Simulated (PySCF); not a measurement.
These are PBE0-D3(BJ)/def2-TZVP in PySCF values and carry that method's errors. Gas-phase values, no solvent. Excitations are Tamm–Dancoff values on a coarser integration grid. The basis has no diffuse functions, so Rydberg states are missing or too high.

Reference species (SMILES): `[H]/N=C/C` (neutral, multiplicity 1).

```json
{
 "HOMO": "-7.58 eV",
 "S1 excitation (TDA)": "5.55 eV",
 "S1–T1 gap (TDA)": "0.97 eV",
 "T1 excitation (TDA)": "4.58 eV"
}
```

Changed species: `N(=C)C`.

Q: Give the shifts of the HOMO, S1 excitation (TDA), S1–T1 gap (TDA) and T1 excitation (TDA).

A: the HOMO increases by 0.23 eV, to -7.35 eV; the S1 excitation (TDA) falls by 0.48 eV, to 5.07 eV; the S1–T1 gap (TDA) falls by 0.02 eV, to 0.95 eV; the T1 excitation (TDA) falls by 0.46 eV, to 4.12 eV.
